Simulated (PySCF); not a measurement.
Na(OH) (HNaO), SMILES [OH][Na]. Atoms are numbered in the order given.

```xyz
3

Na     0.0000     0.0000    -0.9239
O      0.0000     0.0000     1.0233
H      0.0000     0.0000     1.9761
```
Charge 0, spin multiplicity 1.

The structure is a stationary point at ωB97X-D3(BJ)/def2-TZVPD. The isomer is the one that the SMILES or the coordinates give; other isomers of the formula were not compared.

Two levels are set side by side: PBE/pcSseg-2 (PySCF) and KT2/pcSseg-2 (PySCF). GIAO shifts against H2O (¹⁷O), TMS (¹H) at the same level; non-relativistic, no solvent, atoms listed together averaged. Differences are taken from unrounded values.

```
quantity              KT2
------------------  -----
δ(¹⁷O) of O2 (ppm)  -68.5
δ(¹H) of H3 (ppm)   -2.32
```

Problem. What does PBE give, and how far is it from KT2? (The exact figures need the calculation; the answer reports its results.)

Solution. 
```
quantity              PBE  PBE minus KT2
------------------  -----  -------------
δ(¹⁷O) of O2 (ppm)  -73.0           -4.5
δ(¹H) of H3 (ppm)   -2.18           0.14
```

Rough cost on one machine, each run with all the roots and properties that it gave: KT2 against PBE within a factor of 2.
